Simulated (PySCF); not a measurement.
Compound: C₆H₉NOS.
SMILES with atom numbers: `[CH3:1][CH2:2][c:3]1[s:4][n:5][cH:6][c:7]1[O:8][CH3:9]`

Structure used (GFN2-xTB), in Å, numbered top down from 1:
```
atom  x, y, z in Å
C1     2.524   -0.331    0.392
C2     1.731    0.159   -0.823
C3     0.491    0.864   -0.401
S4     0.393    2.565   -0.161
N5    -1.163    2.540    0.313
C6    -1.637    1.321    0.312
C7    -0.732    0.311   -0.084
O8    -0.948   -1.030   -0.174
C9    -2.243   -1.483    0.140
H10    1.926   -1.031    0.970
H11    2.795    0.507    1.030
H12    3.432   -0.834    0.069
H13    2.351    0.833   -1.417
H14    1.449   -0.698   -1.439
H15   -2.662    1.178    0.609
H16   -2.217   -2.564    0.011
H17   -2.993   -1.055   -0.532
H18   -2.508   -1.247    1.175
```

Probes without a nucleus sit at each ring's centroid and 1 Å off its mean plane on both sides; NICS is minus the shielding there, NICSzz its component along the normal. Level: GIAO PBE0/pcSseg-1 (PySCF, non-relativistic, gas phase) on the GFN2-xTB geometry, one conformer.

Ring bond lengths (Å), with Mayer bond orders in brackets: C3–S4 1.721 (1.20), S4–N5 1.627 (1.18), N5–C6 1.308 (1.57), C6–C7 1.413 (1.22), C7–C3 1.379 (1.46).

What do the NICS probes read (ppm)?

| ring | type | NICS(0) | NICS(1), two faces | NICS(1)zz, two faces | rms pucker (Å) | centre to ring atoms, mean (Å) |
| --- | --- | --- | --- | --- | --- | --- |
| C3–S4–N5–C6–C7 | 5-membered ring with N and S; formal bonds all aromatic | -13.3 | -11.3 / -11.4 | -26.4 / -26.9 | 0.00 | 1.26 |

What do they say, and how far can they be read as aromaticity?

- C3–S4–N5–C6–C7: mean NICS(1)zz -26.6 ppm, shielded. For a flat ring without four-coordinate atoms the NICS criterion counts such a value as aromatic.

At the first NICS(1) probe listed for ring C3–S4–N5–C6–C7, 1 Å off the ring, what do the in-plane components average?

The isotropic value is a third of the trace: (3 × -11.3 − (-26.4))/2 = -3.8 ppm.

What are the shieldings of the ring atoms and their hydrogens in the same run (means over atoms taken as equivalent)?

| atoms | environment | σ isotropic (ppm) |
| --- | --- | --- |
| C3 | substituted aromatic carbon | 26.7 |
| S4 | ring sulfur | 138.6 |
| N5 | pyridine-type nitrogen | -63.7 |
| C6 | aromatic CH next to a ring nitrogen | 40.8 |
| C7 | aromatic carbon bearing oxygen | 29.0 |
| H15 | aromatic hydrogen | 23.67 |
